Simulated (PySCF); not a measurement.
This PySCF input asks for the NMR shieldings of SMILES CCC[Si@@H]1N[SiH2]N[Si@H](C)N1, C$_{4}$H$_{17}$N$_{3}$Si$_{3}$; the geometry comes from PBE0-D3(BJ)/def2-SVP.

```python
import basis_set_exchange as bse
import numpy as np
from pyscf import gto, dft
from pyscf.prop import nmr

atoms = """
C     3.985385   -0.709856    0.607387
C     2.747351   -0.423361   -0.229404
C     1.840630    0.655799    0.359473
Si    0.332538    1.054034   -0.690538
N    -0.727681    2.170321    0.115750
Si   -2.383244    2.047163    0.611951
N    -3.007130    0.540381    0.027242
Si   -2.267379   -0.774371   -0.836345
C    -2.484345   -2.391794    0.082429
N    -0.582242   -0.389090   -1.004430
H     4.611430   -1.495016    0.155225
H     3.709880   -1.042475    1.621081
H     4.607551    0.193030    0.716261
H     2.168052   -1.357156   -0.346384
H     3.057112   -0.132830   -1.249859
H     2.414445    1.590403    0.505660
H     1.482658    0.354876    1.360475
H     0.843579    1.657073   -1.969822
H    -0.292764    3.061533    0.342095
H    -2.507570    2.136637    2.106252
H    -3.183462    3.199681    0.077415
H    -4.001567    0.411968    0.198555
H    -2.922979   -0.942512   -2.177830
H    -2.013107   -3.227157   -0.460959
H    -2.029716   -2.328045    1.083231
H    -3.551636   -2.640514    0.201082
H    -0.039116   -1.123135   -1.452930
"""
names = dict.fromkeys(["C", "Si", "N", "H"], "pcSseg-1")
basis = {el: gto.basis.parse(bse.get_basis(n, elements=[el], fmt="nwchem")) for el, n in names.items()}
mol = gto.M(atom=atoms, basis=basis, charge=0, verbose=0)
mf = dft.RKS(mol, xc="CAM-B3LYP")
mf.grids.level = 2
mf.grids.alignment = dft.numint.BLKSIZE   # the property module wants whole blocks of grid points
mf.conv_tol = 1e-9
mf.kernel()

calc = nmr.RKS(mf)   # GIAO
C = mf.mo_coeff
Co = C[:, mf.mo_occ > 0]
resp = mf.gen_response(singlet=True, hermi=2)
def vind(x):   # induced exchange potential for any number of trial vectors
    d = np.einsum("pi,xij,qj->xpq", C, 2 * x.reshape(-1, C.shape[1], Co.shape[1]), Co, optimize=True)
    return np.einsum("xpq,pi,qj->xij", resp(d - d.transpose(0, 2, 1)), C, Co, optimize=True).ravel()
mo1, _ = nmr.rhf.solve_mo1(calc, with_cphf=vind)
sigma = calc.kernel(mo1)
for i, s in enumerate(sigma):   # ppm
    print("%2d %-2s %9.2f" % (i, mol.atom_pure_symbol(i), np.trace(s) / 3))
```

Question: Give the expected output.

Answer: 
```
 0 C     162.20
 1 C     164.41
 2 C     154.46
 3 Si    360.55
 4 N     247.09
 5 Si    380.96
 6 N     245.56
 7 Si    361.79
 8 C     174.69
 9 N     238.88
10 H      30.02
11 H      30.31
12 H      30.38
13 H      30.29
14 H      30.15
15 H      31.06
16 H      30.84
17 H      26.19
18 H      32.23
19 H      26.01
20 H      26.06
21 H      32.28
22 H      26.07
23 H      31.21
24 H      31.08
25 H      31.20
26 H      31.89
```

These numbers come from an equivalent density-fitted implementation of the same equations, which agrees with the script to about 0.01 ppm for H and up to a few tenths of a ppm for heavy atoms, so last digits may differ.

Question: Turn these shieldings into chemical shifts. Shifts are taken against calculated references (same method and geometry level): ¹³C (182.45 ppm), ²⁹Si (343.41 ppm), ¹H (31.33 ppm) against TMS; NH3 for ¹⁵N (267.29 ppm).

Answer: Averaging equivalent atoms: C 2: 28.0; C 0: 20.2; C 1: 18.0; C 8: 7.8; Si 3: -17.1; Si 7: -18.4; Si 5: -37.5; N 9: 28.4; N 6: 21.7; N 4: 20.2; H 19: 5.32; H 20: 5.27; H 22: 5.26; H 17: 5.13; H 14: 1.18; H 10/11/12: 1.09; H 13: 1.04; H 16: 0.49; H 15: 0.27; H 23/24/25: 0.16; H 26: -0.56; H 18: -0.91; H 21: -0.96 ppm. Experimental scales use liquid or dissolved standards, which lie at an offset from isolated NH3 (liquid NH3: subtract about 20 ppm).

Size and cost of the density-fitted run: 276 basis functions, 5.5 min wall time on 1 thread of an Intel Xeon, shared host; peak memory 1.7 GiB.
